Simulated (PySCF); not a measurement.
# Spinor energies of Gd³⁷⁺ (gadolinium, charge +37)

Start: [Ar] 3d9; 3d3/2 filled at m_j = -3/2, -1/2, +1/2, +3/2; 3d5/2 filled at m_j = -3/2, -1/2, +1/2, +3/2, +5/2. Calculated with PySCF 2.14 in an even-tempered Gaussian basis (16 s from 7.3 bohr⁻², ratio 2.8; 13 p from 9.5 bohr⁻², ratio 2.8; 8 d from 9.5 bohr⁻², ratio 2.8; 3 f from 37 bohr⁻², ratio 3): generalised Hartree-Fock with the X2C-1e Hamiltonian and a Gaussian nucleus; one run each with spin-orbit coupling (SO) switched off, then screened by Boettger's factors.

```csv
spinor shell,electrons,"ε, spin-free (eV)","ε, screened SO (eV)",weight of nominal j (screened SO),"rms radius, screened SO (bohr)"
1s1/2,2,-52143.4,-52133.9,1.000,0.0249
2s1/2,2,-10058.9,-10055.8,1.000,0.101
2p1/2,2,-9129.5,-9624.4,1.000,0.0861
2p3/2,4,-9129.5,-8917.0,1.000,0.0924
3s1/2,2,-3408.4,-3407.5,1.000,0.254
3p1/2,2,-3112.5,-3224.5,0.999,0.245
3p3/2,4,-3112.5,-3063.7,1.000,0.258
3d3/2,4,-2744.2,-2764.9,0.992,0.227
3d5/2,5,-2744.2,-2729.5,0.994,0.231
```

| quantity | spin-free | screened SO |
| --- | --- | --- |
| E (hartree) | -10402.04204 | -10409.61601 |
| M_J | 5/2 | 5/2 |
| ⟨J²⟩ | 8.750 | 8.750 |
| ⟨L²⟩ | 6.000 | 6.032 |
| ⟨S²⟩ | 0.750 | 0.782 |

Each row is a mean over spinors that exchange with the open shell spreads, by up to 22.883 eV (3p3/2).

Breit and QED terms are absent; they matter most for the inner s and p1/2 levels.

Densities and radii are taken from the X2C orbitals without a picture-change correction, which distorts them close to the nucleus.

Without spin-orbit coupling the j labels of p, d and f shells carry no meaning; the spin-free column gives the mean over the occupied spinors of each nl shell.
